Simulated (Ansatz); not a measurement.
Compare A (`CO[SiH2]S[SiH3]`) with its isomer B (`O[SiH2]SC[SiH3]`).

Computed with Ansatz on PBE0-D4/def2-TZVP structures; ΔE is electronic, products minus reactants. CCSD(T)/CBS adds triple-zeta CCSD(T) − MP2 to the extrapolated MP2 energy (def2 sets, frozen cores). Functionals use def2-TZVPP. B3LYP here is the variant with VWN-RPA as its local correlation; programs differ in this. Each species was taken in one conformer, which may not be the lowest.

(1) Which is lower in electronic energy at CCSD(T)/CBS, and by how much? (An estimate is asked.)

(2) Give E(B) − E(A) in kcal/mol with CCSD(T)/def2-TZVPP, ωB97M-V, PBE-D4, r2SCAN-D4, CCSD/def2-TZVPP, B3LYP-D4, PBE0-D4. (Best estimate.)

Largest T1 diagnostic: 0.012.

Results:

(1) Computed: A, by 7.3 kcal/mol.

(2) The calculation gave: CCSD(T)/def2-TZVPP 7.8, ωB97M-V 7.9, PBE-D4 7.6, r2SCAN-D4 8.5, CCSD/def2-TZVPP 8.2, B3LYP-D4 8.7, PBE0-D4 8.1. None reverses the order clearly.

In def2-TZVPP, CCSD(T) changes the Hartree–Fock value by −3.7 kcal/mol (the triples alone add −0.4 kcal/mol) and MP2 by −4.3 kcal/mol.
